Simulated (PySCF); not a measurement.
**Basis-set dependence of excited states**

C₄H₃FOSi.
Geometry (PBE0-D3(BJ)/def2-SVP, Å), atoms numbered from 1 in this order:
```
atom  x, y, z in Å
C1     2.6159   -0.8440    0.5471
C2     1.4595   -0.8061    0.1711
Si3   -0.2872   -0.7347   -0.3708
C4    -1.1531    0.7321    0.3870
F5    -1.3061    0.8221    1.7277
C6    -1.6049    1.7066   -0.3977
O7    -1.9754    2.5046   -1.1545
H8     3.6384   -0.8756    0.8802
H9    -0.3689   -0.5324   -1.8458
H10   -0.9665   -1.9970    0.0346
```

TDDFT with PBE0 (PySCF), vertical singlets, core orbitals frozen in the response, spherical d and f functions. Geometry: PBE0-D3(BJ)/def2-SVP, one conformer, isolated molecule.

| basis | functions | diffuse | S1 (eV) | S2 (eV) | S3 (eV) | S4 (eV) | S5 (eV) | LUMO (eV) | α (au) |
| --- | --- | --- | --- | --- | --- | --- | --- | --- | --- |
| 6-31G* | 108 | no | 2.77 | 5.28 | 5.39 | 5.61 | 5.89 | -1.95 | 62.1 |
| def2-SVP | 117 | no | 2.79 | 5.30 | 5.41 | 5.63 | 5.82 | -2.15 | 64.7 |
| 6-31+G* | 136 | yes | 2.76 | 5.18 | 5.29 | 5.50 | 5.80 | -2.33 | 71.0 |
| def2-SVPD | 174 | yes | 2.79 | 5.20 | 5.32 | 5.60 | 5.80 | -2.38 | 76.3 |
| aug-cc-pVDZ | 192 | yes | 2.77 | 5.21 | 5.32 | 5.47 | 5.72 | -2.31 | 77.4 |
| def2-TZVP | 241 | no | 2.79 | 5.25 | 5.36 | 5.52 | 5.73 | -2.26 | 72.7 |
| def2-TZVPD | 298 | yes | 2.79 | 5.22 | 5.33 | 5.45 | 5.69 | -2.32 | 77.7 |

Task: How much do these states and the polarisability depend on the basis?

Result: States are compared by their number. Against the largest diffuse basis here (def2-TZVPD, itself not a converged limit), sets without diffuse functions differ by up to 0.01 eV in S1 and 0.20 eV in S5; the smaller diffuse sets differ by up to 0.03 and 0.11 eV. State by state, the largest deviation of a set without diffuse functions is S1 0.01, S2 0.08, S3 0.08, S4 0.18, S5 0.20 eV. The same number needn't mean the same state in each row. Against def2-TZVPD the polarisability deviates by -20% in 6-31G*, -17% in def2-SVP, -9% in 6-31+G*, -2% in def2-SVPD, 0% in aug-cc-pVDZ, -6% in def2-TZVP. A single + in a Pople set puts diffuse functions on heavy atoms only.
